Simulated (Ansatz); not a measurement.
Reaction (hydrogenolysis of a Ge–Si bond): `[OH][Ge]([OH])([OH])[SiH3]` + H₂ → `[OH][GeH]([OH])[OH]` + SiH₄

Gas-phase electronic energies from Ansatz, PBE0-D4/def2-TZVP geometries. CBS: MP2 limit from def2 TZ/QZ plus the TZ coupled-cluster correction, frozen cores. This one scheme is used for every species. Functionals use def2-TZVPP. For Ge outer-core shells are correlated without core-valence functions, which leaves a few kJ/mol of doubt a bond. Scalar relativity is left out up to krypton. One conformer a species, not always the lowest.

```tsv
level	ΔE (eV)
PBE-D4	0.09
r2SCAN-D4	0.00
PBE0-D4	0.01
ωB97M-V	-0.07
PBE0	-0.05
HF/def2-TZVPP	-0.39
CCSD(T)/def2-TZVPP	-0.10
CCSD/CBS(def2)	-0.09
```

(1) What does CCSD(T)/CBS give? (Estimate.)

Largest T1 diagnostic among the species: 0.013.

Results:

(1) Computed: -0.04 eV. The listed levels differ from it by 0.13, 0.04, 0.05, -0.03, -0.01, -0.35, -0.06, -0.05 eV.

In def2-TZVPP, CCSD(T) changes the Hartree–Fock value by +0.29 eV (the triples alone add +0.05 eV) and MP2 by +0.32 eV. From PBE to PBE0 (25 % exact exchange), in def2-TZVPP and without D4, ΔE moves by −0.08 eV.
